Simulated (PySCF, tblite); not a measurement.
Isomers of [C6H10P]- (charge -1), one GFN2-xTB conformer each. Single-point energies are computed at PBE0/pcSseg-1 (PySCF, gas phase, no added dispersion term), electronic only.

```tsv
SMILES	GFN2-xTB relative energy (kJ/mol)
C#C[P-]C(C)(C)C	0.0
C#CC[P-]C(C)C	24.7
```

Conformers: `[CH:1]#[C:2][CH2:3][P-:4][CH:5]([CH3:6])[CH3:7]` (charge -1) with C2–C3–P4–C5 -82°, C3–P4–C5–C6 58°.

What does PBE0/pcSseg-1 give for the same structures?

```tsv
SMILES	PBE0/pcSseg-1 E (Eh)	PBE0/pcSseg-1 (kJ/mol)	GFN2-xTB (kJ/mol)	point group
C#C[P-]C(C)(C)C	-575.49669	0.0	0.0	Cs
C#CC[P-]C(C)C	-575.46677	78.5	24.7	C1
```

Both levels put the same isomer lowest. 

What happens when harmonic zero-point energies from GFN2-xTB frequencies are added?

| SMILES | ZPE (kJ/mol) | electronic (kJ/mol) | with ZPE (kJ/mol) |
| --- | --- | --- | --- |
| C#C[P-]C(C)(C)C | 359.1 | 0.0 | 0.0 |
| C#CC[P-]C(C)C | 359.9 | 78.5 | 79.3 |

The zero-point energies span 0.8 kJ/mol. The order is unchanged.

As an exercise, what shares would exp(−E/RT) give at 2000 K from these electronic energies alone (no entropy, no degeneracies)?

RT = 16.629 kJ/mol: C#C[P-]C(C)(C)C 99.1 %, C#CC[P-]C(C)C 0.9 %.
